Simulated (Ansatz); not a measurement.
Gas-phase electronic energies from Ansatz, PBE0-D4/def2-TZVP geometries. CBS: MP2 limit from def2 TZ/QZ plus the TZ coupled-cluster correction, frozen cores. Elements past krypton have def2 core potentials. For In, Zn outer-core shells are correlated without core-valence functions, which leaves a few kJ/mol of doubt a bond. Scalar relativity is left out up to krypton. Each species was taken in one conformer, which may not be the lowest.

Reaction (cleavage of the Si–In bond): `O[SiH2][InH][F]` + `[NH2][ZnH]` → `O[SiH2][NH][ZnH]` + `[F][InH2]`

```csv
species,CCSD/def2-TZVPP energy (Eh)
`O[SiH2][InH][F]`,-655.85686
`[NH2][ZnH]`,-1834.71613
`O[SiH2][NH][ZnH]`,-2200.18137
`[F][InH2]`,-290.41656
```

Question: Work out ΔE.

Answer: ΔE = (-2200.18137) + (-290.41656) − (-655.85686) − (-1834.71613) = -0.02494 Eh = -65.5 kJ/mol. CCSD(T)/CBS gives -57.4 kJ/mol.

Largest T1 diagnostic among the species: 0.016.

In def2-TZVPP, CCSD(T) changes the Hartree–Fock value by +24.6 kJ/mol (the triples alone add +2.9 kJ/mol) and MP2 by +26.1 kJ/mol. From PBE to PBE0 (25 % exact exchange), in def2-TZVPP and without D4, ΔE moves by −14.6 kJ/mol.
